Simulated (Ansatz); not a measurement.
Ideal-gas functions of `[F][SbH][SbH2]` at 500 K and 1 bar, from an Ansatz frequency run at PBE0-D4/def2-TZVP.

Molar mass 265.54 g/mol, point group C1 (symmetry number 1), electronic degeneracy 1, moments of inertia 66.79, 556.306, 611.217 u Å². Harmonic wavenumbers (cm⁻¹, unscaled): 111, 118, 176, 410, 466, 599, 609, 664, 834, 1933, 1969, 1983.

Use S(trans) = R[1.5 ln M + 2.5 ln T − 1.1517]; rotational temperatures θ = 24.2544 K / I; S(rot) = R[ln(√π/σ · √(T³/θAθBθC)) + 1.5]; for each mode x = 1.438777 ν̃/T, S = R[x/(eˣ − 1) − ln(1 − e⁻ˣ)] and H = RT x/(eˣ − 1); 1 cm⁻¹ = 0.0119627 kJ/mol; R = 8.31446 J/(mol·K).

Question: By hand: the entropy, in J/(mol·K).

Answer: Translation 189.2. Rotation: θ = 0.3631, 0.0436, 0.0397 K, giving 125.4. Vibration, mode by mode: 17.84, 17.33, 14.06, 7.41, 6.47, 4.75, 4.64, 4.09, 2.78, 0.21, 0.19, 0.19, in all 80.0. Electronic 0.0. Sum 394.6 J/(mol·K).

Question: By hand: H − E and G − E in kJ/mol, counted from the electronic energy.

Answer: Zero-point energy ½ × 9872 × 0.0119627 = 59.0; thermal vibration 20.1; translation, rotation and pV give 4 RT = 16.6. H − E = 95.7 kJ/mol, and G − E = 95.7 − 500 × 394.6/1000 = -101.6 kJ/mol.

Vibration gives 20 % of the entropy, 35.2 J/(mol·K) of it from the modes under 150 cm⁻¹: soft modes count most, and the harmonic formula is weakest for them. The sum counts one conformer and one mirror image; others add a mixing term.
